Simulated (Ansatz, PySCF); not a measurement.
N-methyl-N-silylmethanamine (C₂H₉NSi), SMILES CN(C)[SiH3].

Geometry: B3LYP-D3(BJ)/def2-SVP.

Vertical ionisation energy (IE) and electron affinity (EA) in eV. Rows of orbital energies are one-electron estimates. Where ΔSCF, EOM or ADC give a negative EA the extra electron is unbound and the value depends on the basis.

```tsv
level	IE	EA
−ε(HOMO), −ε(LUMO), PBE0/def2-TZVP (PySCF)	6.36	-0.53
−ε(HOMO), −ε(LUMO), PBE/def2-TZVP (PySCF)	5.06	0.31
ΔSCF, CAM-B3LYP/def2-TZVPD (Ansatz), final states of multiplicity 2 and 2	8.43	-1.21
ΔSCF, PBE/def2-TZVPD (Ansatz), final states of multiplicity 2 and 2	?	?
```

Q: What belongs in the gaps? (An estimate is asked for; the answer gives what the named calculation found.)

A: 
- ΔSCF, PBE/def2-TZVPD (Ansatz, a program for electronic structure), final states of multiplicity 2 and 2, IE: 8.20
- ΔSCF, PBE/def2-TZVPD (Ansatz), final states of multiplicity 2 and 2, EA: -0.94

Q: What vertical singlet–triplet gap does ΔSCF give with CAM-B3LYP/def2-TZVPD (Ansatz) and with PBE/def2-TZVPD (Ansatz)? (An estimate is asked for; the answer gives what the named calculation found.)

A: 5.34 and 4.77 eV (triplet above singlet where positive).
